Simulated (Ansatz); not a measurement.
Basis-set extrapolation for CH7AlSi2, SMILES `[CH3][Al]1[SiH2][SiH2]1` (PBE0-D4/def2-TZVP geometry, frozen core, Ansatz). Multiplicity 1, RHF reference.

```json
{"": "HF", "def2-TZVPP": "-861.712736", "def2-QZVPP": "-861.738422"}
{"": "MP2 correlation", "def2-TZVPP": "-0.500678", "def2-QZVPP": "-0.535195"}
{"": "CCSD(T) correlation", "def2-TZVPP": "-0.586101", "def2-QZVPP": "not run"}
```

Energies in hartree. Use E(X) = E(∞) + A·exp(−7.88·√X) for Hartree–Fock and E(X) = E(∞) + B·X^(−2.97) for correlation, with X = 3 and 4, and add CCSD(T) minus MP2 of the smaller set to the MP2 limit.

Question: What is the CCSD(T) energy at the basis-set limit?

Answer: HF limit: -861.738422 + (-0.025686) × 0.13774 = -861.74196. MP2 limit: -0.535195 + (-0.034517) × 0.74074 = -0.56076. Higher-order term: -0.586101 − (-0.500678) = -0.08542. Total: -862.38814 hartree, 2.43 eV below CCSD(T)/def2-TZVPP.
